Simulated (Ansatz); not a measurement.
`CB[Se]C` + H–F → `C[Se]BF` + CH₄ at 298.15 K and 1 bar (ligand exchange at a B–C bond).

Program: Ansatz. Geometries: PBE0-D4/def2-TZVP. ΔE: electronic, gas phase. CBS: MP2 limit from def2 TZ/QZ plus the TZ coupled-cluster correction, frozen cores. This one scheme is used for every species. For Se outer-core shells are correlated without core-valence functions, which leaves a few kJ/mol of doubt a bond. Scalar relativity is left out up to krypton. Each species was taken in one conformer, which may not be the lowest.

| species | CCSD(T)/CBS energy (Eh) | H − E (kJ/mol) | S (J/(mol·K)) |
| --- | --- | --- | --- |
| `CB[Se]C` | -2505.84508 | 248.8 | 342.0 |
| H–F | -100.39570 | 33.5 | 173.6 |
| `C[Se]BF` | -2565.82397 | 157.7 | 324.1 |
| CH₄ | -40.46206 | 127.4 | 186.2 |

H − E and S are ideal-gas, rigid-rotor, harmonic terms from PBE0-D4/def2-TZVP, for one conformer and one mirror image of each species. 1 Eh = 2625.50 kJ/mol, R = 8.31446 J/(mol·K).

By hand: ΔE, ΔH, ΔS and ΔG.

ΔE = (-2565.82397) + (-40.46206) − (-2505.84508) − (-100.39570) = -0.04525 Eh = -118.8 kJ/mol. Δ(H − E) = 157.7 + 127.4 − 248.8 − 33.5 = 2.8, so ΔH = -116.0 kJ/mol. ΔS = 324.1 + 186.2 − 342.0 − 173.6 = -5.3 J/(mol·K). ΔG = -116.0 − 298.15 × (-5.3)/1000 = -114.4 kJ/mol.

By hand: the equilibrium constant, and the temperature at which ΔG would vanish if ΔH and ΔS stayed fixed.

log₁₀ K = −ΔG/(RT ln 10) = 20.0. ΔG = 0 at ΔH/ΔS = 21887 K, far beyond where these terms or the molecules hold.

The number of gas molecules stays the same, so ΔS is small and ΔH decides. A doubt of 5 kJ/mol in ΔE shifts log₁₀ K by 0.9 here. Other conformers and mirror images would add mixing entropy, several J/(mol·K) or more a flexible species. These are equilibria of isolated gas molecules and say nothing of rates. Largest T1 diagnostic: 0.012 (customary marks: 0.02 for closed shells, 0.045 for open ones).
